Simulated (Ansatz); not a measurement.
Cost and result up the ladder for the cluster Cd3S4 (7 atoms). Charge 0, multiplicity 1. Geometry: PBE-D4/def2-SVP.

```xyz
7

Cd   -1.136    0.505    1.741
Cd   -2.594   -1.761    0.226
Cd    1.229    1.748    0.900
S     2.634   -0.215    0.064
S    -0.814    1.437   -1.016
S     0.932   -1.332   -0.148
S    -0.250   -0.383   -1.767
```

Ansatz on 4 threads of Arm Neoverse V2 on a shared host. Times are rough, and most runs start from the orbitals of an earlier one. No level here is sound enough to serve as a yardstick. Binding counts from free atoms at the same level (Cd singlet, S triplet; other spins of the atoms weren't run), without zero-point energy or a counterpoise term.

In the def2 sets Cd takes a core potential; there is no spin–orbit coupling. Correlated methods freeze 20 core orbitals; core or outer-core shells of Cd are correlated, in sets that lack core-valence functions. The rows differ in basis, and correlated rows in double-zeta sets carry the largest basis error. Another isomer (singlet) lies 2.41 eV lower at PBE0-D4/def2-TZVP; other spin states weren't run for this one.

Correlated methods converge slowly with the basis, most of all in double-zeta sets.

```
                         level  functions  wall time
             BLYP-D4/def2-TZVP        268      4.6 s
PBE-D4/def2-TZVP (with forces)        268        6 s
             PBE0-D4/def2-TZVP        268       13 s
           r2SCAN-D4/def2-TZVP        268       13 s
          r2SCANh-D4/def2-TZVP        268       15 s
              CCSD(T)/def2-SVP        165    2.8 min
```

(1) Estimate what each level gives for the binding energy per atom (eV).

## Answers

(1) 
```
                         level  binding energy per atom (eV)                                    remarks
             BLYP-D4/def2-TZVP                          1.69              restricted SCF unstable in HF
PBE-D4/def2-TZVP (with forces)                          1.86              restricted SCF unstable in HF
             PBE0-D4/def2-TZVP                          1.72              restricted SCF unstable in HF
           r2SCAN-D4/def2-TZVP                          1.77              restricted SCF unstable in HF
          r2SCANh-D4/def2-TZVP                          1.71              restricted SCF unstable in HF
              CCSD(T)/def2-SVP                          1.28  large T1 (0.024), restricted SCF unstable
```
